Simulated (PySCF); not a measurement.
Computed shifts of a molecule C₃H₉FOSi, B3LYP/pcSseg-1 (PySCF), GIAO, gas phase, equivalent atoms averaged, in ppm (number of nuclei): ¹³C: 74.0 (1), 60.5 (1), 19.9 (1). ²⁹Si: -16.2 (1). ¹⁹F: -227.0 (1). ¹H: 5.12 (2), 4.14 (1), 3.50 (2), 3.28 (1), 1.44 (3). References: ¹³C against TMS (σ = 181.3 ppm); ¹⁷O against H2O (σ = 333.8 ppm); ²⁹Si against TMS (σ = 338.7 ppm); ¹⁹F against CFCl3 (σ = 161.7 ppm); ¹H against TMS (σ = 31.68 ppm), references at their B3LYP-D3(BJ)/def2-TZVP geometries, non-relativistic. The structure is a stationary point at PBE0-D3(BJ)/def2-SVP. Other conformers were not sampled.

**Question.** Pick the molecule that these values belong to.
A. CCOC[SiH2]F
B. CC(C)(O)[SiH2]F
C. CC[Si@H](O)CF
D. CC[Si](C)(O)F

**Answer.** A, CCOC[SiH2]F
